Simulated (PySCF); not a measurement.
Isomers of C4H6O2S, one GFN2-xTB conformer each. Single-point energies are computed at PBE0/pcSseg-1 (PySCF, gas phase, no added dispersion term), electronic only.

```tsv
SMILES	GFN2-xTB relative energy (kJ/mol)
CS(=O)(=O)C1=CC1	286.9
OC[C@@H]1COC1=S	40.9
O=S1(=O)CC=CC1	38.1
CC(=S)COC=O	0.0
```

Conformers: `[CH3:1][S:2](=[O:3])(=[O:4])[C:5]1=[CH:6][CH2:7]1` with C1–S2–C5–C6 -155°; `[OH:1][CH2:2][C@@H:3]1[CH2:4][O:5][C:6]1=[S:7]` with H–O1–C2–C3 -67°, O1–C2–C3–C4 -74°; `[O:1]=[S:2]1(=[O:3])[CH2:4][CH:5]=[CH:6][CH2:7]1` with O1–S2–C4–C5 -88°, S2–C4–C5–C6 -19°, C5–C6–C7–S2 19°, O1–S2–C7–C6 88°; `[CH3:1][C:2](=[S:3])[CH2:4][O:5][CH:6]=[O:7]` with C1–C2–C4–O5 -29°, C2–C4–O5–C6 98°, C4–O5–C6–O7 -1°.

Task: What does PBE0/pcSseg-1 give for the same structures?

Result: 
```csv
SMILES,PBE0/pcSseg-1 E (Eh),PBE0/pcSseg-1 (kJ/mol),GFN2-xTB (kJ/mol),point group
CC(=S)COC=O,-704.12514,0.0,0.0,C1
OC[C@@H]1COC1=S,-704.09756,72.4,40.9,C1
O=S1(=O)CC=CC1,-704.05310,189.1,38.1,Cs
CS(=O)(=O)C1=CC1,-703.96904,409.8,286.9,C1
```

Both levels put the same isomer lowest; measured from each level's own lowest isomer, the values differ by up to 151.0 kJ/mol (O=S1(=O)CC=CC1: 38.1 against 189.1). As drawn, the lowest has a C=O bond, a C(=O)–O unit and a C=S bond, which the highest lacks; the highest has a three-membered ring, an S=O bond and a C=C bond outside aromatic rings, which the lowest lacks.

Task: Which frontier levels, dipoles and rotational constants go with these structures?

Result: 
```tsv
SMILES	HOMO (eV, PBE0/pcSseg-1)	LUMO (eV)	dipole (D)	A, B, C (MHz)
CC(=S)COC=O	-6.70	-2.28	2.15	5297, 1152, 1077
OC[C@@H]1COC1=S	-6.77	-1.47	3.65	3858, 1457, 1115
O=S1(=O)CC=CC1	-8.20	-0.59	4.74	4054, 2174, 2001
CS(=O)(=O)C1=CC1	-7.94	-1.17	4.33	3816, 1763, 1620
```
